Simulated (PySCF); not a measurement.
# Computed properties of SeClI, SMILES Cl[Se]I

SeClI, SMILES Cl[Se]I. Geometry: B3LYP-D3(BJ)/def2-TZVP. The def2 effective core potentials stand for the cores of I; spin–orbit coupling is left out. One conformer was computed; it need not be the lowest. All values are computed for the isolated molecule unless a solvent is named; none is compared with measurement here.

**Structure.** The optimised structure has Cs symmetry. All 3 harmonic modes at B3LYP-D3(BJ)/def2-TZVP (PySCF) are real, so it is a minimum. With heavy atoms numbered as in [Se:1]([Cl:2])[I:3], the shortest bond between them is Se1–Cl2 at 2.186 Å and the longest Se1–I3 at 2.529 Å.

**Vibrations.** The strongest infrared lines (harmonic, unscaled, degenerate partners summed) lie at 391 cm⁻¹ (35 km/mol, Cl 69 %, Se 31 %), 242 cm⁻¹ (8 km/mol, Se 64 %, I 36 %). The softest mode is at 115 cm⁻¹ and the zero-point energy is 1.1 kcal/mol.

**Electronic structure.** HF/def2-TZVPD (PySCF) places the frontier levels at -9.48 and -0.16 eV, a gap of 9.32 eV, and gives a dipole moment of 1.08 D and a mean polarisability of 79.3 bohr³.

**Excitations.** TDDFT-PBE0/def2-SVPD (PySCF) has S1 at 2.07 eV (599 nm, f = 0.001, dark); the most intense of the 10 singlets computed lies at 5.55 eV (f = 0.17). T1 (TDA) is at 1.46 eV.
